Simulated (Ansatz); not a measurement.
Isolated molecules relaxed with PBE0-D4/def2-TZVP in Ansatz; ΔE leaves out vibrations. CCSD(T)/CBS is the MP2 limit (def2-TZVPP, def2-QZVPP) plus CCSD(T) − MP2 in def2-TZVPP, frozen cores. This one scheme is used for every species. Functionals use def2-TZVPP. Each species was taken in one conformer, which may not be the lowest.

Consider the cleavage of the Si–Si bond: `O[SiH2][SiH](S)Cl` + `OCO` → `OCO[SiH2]O` + `S[SiH2]Cl`.

```csv
level,ΔE (kcal/mol),difference from CCSD(T)/CBS
PBE-D4,-20.9,6.4
PBE0-D4,-22.9,4.4
ωB97M-V,-28.2,-0.9
B2PLYP,-28.5,-1.2
PBE,-21.6,5.7
r2SCAN,-26.2,1.1
HF/def2-TZVPP,-32.8,-5.5
MP2/def2-TZVPP,-29.3,-2.0
CCSD(T)/def2-TZVPP,-28.0,-0.7
MP2/def2-QZVPP,-29.0,-1.7
CCSD(T)/CBS,-27.3,0
```

Largest T1 diagnostic among the species: 0.012.

From PBE to PBE0 (25 % exact exchange), in def2-TZVPP and without D4, ΔE moves by −2.0 kcal/mol. The D4 term adds +1.2 kcal/mol with B3LYP and +0.7 kcal/mol with PBE0; it sums over pairs of atoms, weighted by their polarisabilities, and B3LYP, whose exchange is more repulsive, gets the larger term.

B3LYP here is the variant with VWN-RPA as its local correlation; programs differ in this.
